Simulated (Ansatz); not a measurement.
Coupled-cluster run, H$_{3}$NOSiZn.

```yaml
crystal:
  periodic: [false, false, false]
  atoms:
    - {symbol: N, position_ang: [-0.448969, 0.932542, -0.249528]}
    - {symbol: Si, position_ang: [0.849736, -0.037181, 0.147250]}
    - {symbol: O, position_ang: [0.801564, -1.537842, 0.398563]}
    - {symbol: Zn, position_ang: [-1.444933, -2.721593, 0.202299]}
    - {symbol: H, position_ang: [-0.374786, 1.923957, -0.408119]}
    - {symbol: H, position_ang: [-1.383385, 0.566807, -0.351110]}
    - {symbol: H, position_ang: [2.061773, 0.805311, 0.214945]}
basis:
  gaussian: {orbitals: def2-TZVPP}
correlation: {method: ccsd_t, frozen_orbitals: {H: 0, "N": 1, O: 1, Si: 5, Zn: 9}}
output: {orbitals: {seedname: orbitals}}
```

```sh
$ ansatz run in.yaml --threads 4 --pin off --events-out ev --progress --plain
```

The program prints (abridged):

```
Functional definition: HF
1317 factors; integrals over basis functions are off by at most 1.4e-3 eV
mean field evaluation 1: about -59802.3088 eV, gradient 5.4e1 eV
mean field evaluation 2: about -59802.4880 eV, gradient 5.4e1 eV
mean field evaluation 4: about -59808.0901 eV, gradient 5.4e0 eV
mean field evaluation 8: about -59808.1988 eV, gradient 6.2e-1 eV
mean field -59808.20033582 eV, -2197.9108228870 hartree, gradient 6.6e-6 eV, S^2 0.000000; 0 other end points of the search recorded, 0 dependent functions left out
16 core orbitals not correlated: weight in the atoms' cores, before any rotation towards them, 1.000 or more for the frozen orbitals, at most 0.000 for the correlated occupied ones
reference -59808.20033582 eV, -2197.9108228870 hartree; 15, 15 occupied and 179, 179 virtual orbitals, 1317 factors
second order -28.86098994 eV of doubles, -0.00000000 eV of singles
cycle   1  -27.07911258 eV  change     1.8e0 eV  update   1.5e-1
cycle   2  -27.94134163 eV  change   -8.6e-1 eV  update   5.7e-2
cycle   3  -28.14495763 eV  change   -2.0e-1 eV  update   2.7e-2
cycle   4  -28.09699223 eV  change    4.8e-2 eV  update   7.2e-3
cycle   5  -28.09218040 eV  change    4.8e-3 eV  update   2.8e-3
cycle   6  -28.09378182 eV  change   -1.6e-3 eV  update   1.0e-3
cycle   7  -28.09363087 eV  change    1.5e-4 eV  update   4.4e-4
cycle   8  -28.09335629 eV  change    2.7e-4 eV  update   1.5e-4
cycle   9  -28.09341557 eV  change   -5.9e-5 eV  update   5.7e-5
cycle  10  -28.09348109 eV  change   -6.6e-5 eV  update   2.7e-5
cycle  11  -28.09342986 eV  change    5.1e-5 eV  update   1.3e-5
cycle  12  -28.09344075 eV  change   -1.1e-5 eV  update   5.2e-6
perturbative correction -1.04467750 eV, -0.0383911899 hartree
Total energy: -59837.33845406 eV, -2198.9816289819 hartree
```

It took 30 s on 4 threads of a server CPU on a shared host, with 2.8 GiB of host memory at the peak.

The correlation energy is -29.138 eV, 3.6 % of it from (T); the T1 diagnostic reads 0.0181.
